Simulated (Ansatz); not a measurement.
# One elementary step

Start structure (ZnH₄SO₂, singlet), relaxed at PBE0-D4/def2-TZVP:

Zn1  (-0.189, -0.477, -0.705)
O2  (0.706, -1.521, 0.464)
O3  (-1.200, 0.103, -2.059)
H4  (1.040, 0.331, 1.531)
S5  (0.607, 1.491, 0.989)
H6  (0.749, -2.456, 0.261)
H7  (-1.177, 1.055, -2.174)
H8  (-0.536, 1.475, 1.693)
(Å)

The step: ZnH₂O₂ ([OH][Zn][OH]) + H₂S → ZnH₂SO ([OH][Zn][SH]) + H₂O (still joined by a long Zn–O bond); bonds formed: O2–H4; dative contacts that become bonds: Zn1–S5; bonds broken: H4–S5; bonds weakened to dative contacts: Zn1–O2. Ansatz 0.2.0; basis: def2-TZVPP and def2-QZVPP; cores frozen in the correlated methods. The 3s and 3p shells of Cu and Zn are frozen; filled d shells are correlated. Extrapolation: Hartree–Fock as exp(−7.88 √X), correlation as X^−2.97. Energies below are by CCSD(T) at an estimated basis limit (MP2 extrapolated from triple and quadruple zeta, plus CCSD(T) − MP2 in triple zeta).

Problem. What are the electronic barrier and the energy of the step, from the start structure to the end structure? (To be estimated.)

Solution. By the calculation: Barrier 6.06 kcal/mol; step energy -20.82 kcal/mol (downhill); reverse barrier, their difference, 26.87 kcal/mol. Barrier and step energy count from the start structure, the reverse barrier from the end structure.

The saddle point: One imaginary mode of 630i cm⁻¹.
```tsv
pair	start (Å)	saddle (Å)	end (Å)
Zn1–S5	2.72	2.51	2.17
O2–H4	2.16	1.42	0.96
Zn1–O2	1.80	1.88	2.21
H4–S5	1.35	1.50	4.13
```

Zero-point energy (harmonic, PBE0-D4): ZPE is 27.38 kcal/mol at the start and 26.17 kcal/mol at the saddle, so the barrier goes from 6.06 to 4.84 kcal/mol.

No T1 diagnostic of these runs exceeds 0.016.

Labels in which every atom is bracketed show which atoms are joined, not bond orders.

For scale, one of the runs: CCSD(T)/def2-TZVPP, 224 basis functions, launched by `ansatz run in.yaml --threads 8 --pin off --events-out ev --progress --plain --max-ram 19148MiB`. Hardware: 8 CPU threads of an AMD EPYC 7R43, shared host. Wall time 84 s; peak host memory 3.6 GiB.
